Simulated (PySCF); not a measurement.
Ge(H)2 cation (GeH2), SMILES [GeH2] (connectivity only; charge and spin as stated), charge +1, multiplicity 2.

Geometry: B3LYP-D3(BJ)/def2-TZVPD. The multiplicity is an assumed one; other spin states were not compared. The isomer is the one that the SMILES or the coordinates give; other isomers of the formula were not compared.

All values below come from TDA-PBE0/def2-TZVPD (PySCF).

Vertical excitations. 

| state | energy (eV) | λ (nm) | f | main pairs |
|---|---|---|---|---|
| root 1 | 2.11 | 587 | 0.005 | α HOMO→LUMO 99 % |
| root 2 | 4.33 | 286 | 0.013 | β HOMO→LUMO 96 % |
| root 3 | 4.77 | 260 | 0.000 | α HOMO−1→LUMO 37 %, β HOMO→LUMO+1 62 % |
| root 4 | 5.48 | 226 | 0.000 | α HOMO−1→LUMO 63 %, β HOMO→LUMO+1 37 % |
| root 5 | 6.58 | 189 | 0.012 | α HOMO→LUMO+1 97 % |
| root 6 | 7.75 | 160 | 0.087 | α HOMO→LUMO+2 82 %, β HOMO→LUMO+2 16 % |
| root 7 | 8.61 | 144 | 0.016 | α HOMO−1→LUMO+1 47 %, α HOMO→LUMO+2 9 %, β HOMO→LUMO+2 41 % |
| root 8 | 8.91 | 139 | 0.018 | α HOMO−1→LUMO+2 15 %, α HOMO→LUMO+5 9 %, β HOMO−1→LUMO 68 % |
| root 9 | 8.95 | 138 | 0.000 | α HOMO−2→LUMO 35 %, α HOMO→LUMO+6 5 %, β HOMO−1→LUMO+1 56 % |
| root 10 | 9.18 | 135 | 0.158 | α HOMO→LUMO+3 98 % |
Unrestricted roots are not spin-pure.
